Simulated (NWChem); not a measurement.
# C₂H₅O₂, doublet; SMILES [O]CCO

```xyz
9

O      0.6165     1.4537    -0.1606
C     -0.4676     0.8097     0.2925
C     -0.5034    -0.6227    -0.3259
O      0.5344    -1.4458     0.0722
H     -0.4757     0.6773     1.3997
H     -1.4247     1.2838    -0.0218
H     -0.4451    -0.5230    -1.4197
H     -1.5038    -1.0275    -0.0727
H      0.4685    -1.5956     1.0213
```
Atoms are numbered in this order, from 1.

Computed with NWChem. Pople sets run with spherical d functions. Spin-unrestricted. Coordinates come from a PBE0/def2-SVP, spin-unrestricted optimisation. No stability test was run on the SCF state. Level BLYP/6-31G*: energy and gradient; each run changes one setting, and changes count from the defaults (medium grid, exact Coulomb integrals, symmetry on).

```
setting                        size of the energy change (μHa)  largest change of a gradient component (μHa/bohr)  time, defaults = 1 (rough)
-----------------------------  -------------------------------  -------------------------------------------------  --------------------------
defaults                                                  < 10                                               < 30                     about 1
Becke weights                                             < 10                                                100                     about 1
extra-fine grid                                           < 10                                                 60                           3
symmetry off                                              < 10                                        other frame                     about 1
Coulomb fitting, Ahlrichs set                              800                                                 60                         0.5
```
